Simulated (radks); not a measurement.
Ionisation of the scandium ion Sc3+, [Ar], to [Ne] 3s2 3p5 as the strength of local exchange is varied. Method: scalar-relativistic Kohn-Sham, Slater X-alpha exchange (alpha = 2/3 is LDA exchange), no correlation, spin-polarised, spherical densities, finite nucleus; Fermi nuclear charge, rms radius 3.5459 fm; computed with a radial shooting solver on a logarithmic mesh with Libxc functionals.

alpha = 0.667: E(Sc3+) (hartree) -759.12632; exchange (hartree) -34.70871; IE (eV) 71.739; -e of the level emptied (eV) 62.895 (3p); <r> of it (bohr) 1.133
alpha = 0.682: E(Sc3+) (hartree) -759.90753; exchange (hartree) -35.51826; IE (eV) 72.130; -e of the level emptied (eV) 63.283 (3p); <r> of it (bohr) 1.131
alpha = 0.684: E(Sc3+) (hartree) -760.01174; exchange (hartree) -35.62630; IE (eV) 72.183; -e of the level emptied (eV) 63.335 (3p); <r> of it (bohr) 1.131
alpha = 0.716: E(Sc3+) (hartree) -761.68065; exchange (hartree) -37.35797; IE (eV) 73.022; -e of the level emptied (eV) 64.167 (3p); <r> of it (bohr) 1.126
alpha = 0.776: E(Sc3+) (hartree) -764.81768; exchange (hartree) -40.62048; IE (eV) 74.608; -e of the level emptied (eV) 65.742 (3p); <r> of it (bohr) 1.118
alpha = 0.851: E(Sc3+) (hartree) -768.75332; exchange (hartree) -44.72727; IE (eV) 76.615; -e of the level emptied (eV) 67.737 (3p); <r> of it (bohr) 1.107

NIST Atomic Spectra Database: 73.489 eV (measured). The Delta-SCF value meets it near alpha = 0.73. Open shells are spherical and high-spin; term and fine-structure splittings are not resolved.
